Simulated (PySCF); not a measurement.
# Simulated absorption spectrum

Compound: C₆H₁₀ClO (charge +1).
Cartesian coordinates in Å at the GFN2-xTB level; atoms count from 1:
```xyz
18
C6H10ClO angstrom
C      2.6767    1.1149    0.9925
C      2.1746    0.3681    0.2023
C      1.5741   -0.5741   -0.7136
Cl     1.4801   -2.2156    0.0751
C      0.1598   -0.1674   -1.1301
O     -0.6831   -0.1454    0.0703
C     -1.7719   -1.0905    0.0194
C     -1.1208    1.1795    0.4326
H      3.1380    1.7790    1.6638
H      2.2002   -0.6899   -1.6036
H     -0.2425   -0.8933   -1.8384
H      0.1679    0.8246   -1.5892
H     -2.2689   -1.0841    0.9890
H     -2.4882   -0.8419   -0.7664
H     -1.3440   -2.0788   -0.1473
H     -1.6245    1.1168    1.3970
H     -1.8012    1.5987   -0.3119
H     -0.2352    1.8056    0.5404
```

Computed, not measured: PySCF 2.14.0, density-fitted response routines, TDDFT PBE0/def2-SVPD, vertical, gas phase, core orbitals frozen in the response. GFN2-xTB frequencies show an imaginary mode (21i cm⁻¹), so this geometry is no minimum at that level.

Each state is given a Gaussian of 0.4 eV full width at half maximum, with ε(max) = 2.175×10⁸ f / Δν̃ (Δν̃ the width in cm⁻¹). The width is an assumption, not a result. The curve ends short of the highest state used, and states not computed would add to its high-energy end.

(λ (nm), ε (L mol⁻¹ cm⁻¹)): (177.0, 1537), (178.4, 1575), (179.7, 1516), (181.0, 1389), (182.3, 1225), (183.7, 1035), (185.0, 871), (186.3, 736), (187.7, 641), (189.0, 618), (190.3, 676), (191.6, 828), (193.0, 1098), (194.3, 1435), (195.6, 1820), (197.0, 2234), (198.3, 2558), (199.6, 2771), (200.9, 2842), (202.3, 2750), (203.6, 2528), (204.9, 2212), (206.3, 1815), (207.6, 1442), (208.9, 1098), (210.2, 803), (211.6, 550), (212.9, 373), (214.2, 246), (215.6, 152), (216.9, 96), (218.2, 59), (219.5, 36), (220.9, 21), (222.2, 12), (223.5, 7), (224.9, 4), (226.2, 2), (227.5, 1), (228.8, 1), (230.2, 0), (231.5, 0), (232.8, 0), (234.2, 0)

(1) Where are the band maxima, and which computed states make them?

(2) Coming from long wavelengths, where does ε first pass 100 L mol⁻¹ cm⁻¹?

(3) Does any computed singlet lie in the visible range?

(4) On this curve, what absorbance would a 10⁻⁴ mol/L sample give at 193 nm over a 1 cm path?

Answers

(1) 201 nm (6.17 eV), ε about 2800, made up of S2 (99%); 178 nm (6.96 eV), ε about 1600, made up of S5 (21%) and S6 (71%) (ε in L mol⁻¹ cm⁻¹; maxima over ε = 5, shares over 10%). The states used: S1 5.89 eV (f 0.0005); S2 6.17 eV (f 0.042); S3 6.57 eV (f 0.0020); S4 6.67 eV (f 0.0004); S5 6.79 eV (f 0.0079); S6 7.00 eV (f 0.017); S7 7.05 eV (f 0.0020); S8 7.60 eV (f 0.0013).

(2) At about 217 nm (5.72 eV), 0.17 eV below S1.

(3) No computed singlet lies in the visible range (380 to 750 nm); the lowest, at 210 nm, stands 2.63 eV above its violet end (3.26 eV).

(4) 193 nm is 6.424 eV, where ε is about 1100 L mol⁻¹ cm⁻¹, so A = ε c l ≈ 0.11 (Beer–Lambert, with the gas-phase spectrum and the assumed width).

One conformer stands for the species.
